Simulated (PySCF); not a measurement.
Molecule: `C(/C)=C\[CH2][AlH2-][NH3+]`, C$_{4}$H$_{12}$AlN.

Mapped SMILES: `[CH3:1]/[CH:2]=[CH:3]/[CH2:4][AlH2-:5][NH3+:6]`. Each H is labelled by its parent atom.

Geometry PBE0-D3(BJ)/def2-SVP throughout; GIAO in PySCF 2.14, gas phase, one conformer, non-relativistic; equivalent atoms averaged; functional PBE0.

For orientation, pcSseg-0 gives these absolute shieldings σ: C3 37.7, C2 72.9, C1 171.2, Al5 427.0, H(C3) 26.86, H(N6) 31.23, H(Al5) 28.11, H(C1) 31.01, H(C4) 31.50 ppm.

A run gave: C3 36.3, C2 69.2, C1 166.3, Al5 432.9, H(C3) 25.25, H(N6) 29.33, H(Al5) 27.36, H(C1) 29.71, H(C4) 30.18 ppm (absolute shieldings σ).

Task: Which basis set was used in that run?
A. 6-31G*
B. 6-31G
C. pcSseg-1
D. def2-SVP
E. def2-TZVP

Result: E. C3 tells them apart best: def2-TZVP gives 36.3, 6-31G* gives 57.4, pcSseg-1 gives 32.9, 6-31G gives 60.4, def2-SVP gives 51.9 ppm.
